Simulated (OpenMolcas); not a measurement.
A calculation on Ag IV.

* Program: OpenMolcas
* Method: XMS-CASPT2, IPEA 0.25 Eh, imaginary shift 0.1 Eh (closed shells correlated: 4s 4p)
* Basis: ANO-RCC-VTZP [7s6p4d2f1g]
* Scalar Hamiltonian: DKH2, point nucleus
* Active space: 8 electrons in 10 orbitals (4d 5d)
* State averaging: 2S+1 = 3 even, 10 roots; 2S+1 = 1 even, 15 roots
* Spin-orbit coupling: state interaction with AMFI integrals over the reference wave functions, term energies averaged over their components

(1) Which level of the active space comes out lowest?

(2) How high does 4d8 3F2 lie?

(3) How high does 4d8 3P1 lie?

(4) How high does 4d8 3F3 lie?

(5) The level at 17480 cm-1 has J = 2. What is it made of, and what is its g factor?

Measured values: the list in Gamrath, thesis, University of Mons (2023).

Answers

(1) 4d8 3F4, with 99 % of that term; it is also the measured ground level.

(2) 5680 cm-1 above the lowest level; measured 5830 cm-1 above the ground level, so the calculation is off by -3 %.

(3) 16210 cm-1 above the lowest level; measured 15900 cm-1 above the ground level, so the calculation is off by +2 %.

(4) 3990 cm-1 above the lowest level; measured 4172 cm-1 above the ground level, so the calculation is off by -4 %.

(5) 54 % 4d8 1D2, 42 % 4d8 3P, 4 % 4d8 3F; g = 1.195, against 1.000 from Landé's formula for the pure leading term.

CASPT2 does not keep the components of a term degenerate, so their means are used; among the terms shown or strongly mixed into the levels shown the widest spread is 800 cm-1 (4d8 3F). Active for correlation alone: 5d; no level in the range computed is led by a configuration that fills it, so any true level of that kind is missing. Measured partners are found by configuration, term and J. A level has none where our copy of the source lacks it or the pairing is in doubt (some pairs that miss far off the trend of their configuration count as doubtful), and it then counts in no deviation. Levels of configurations outside the active space are missing.
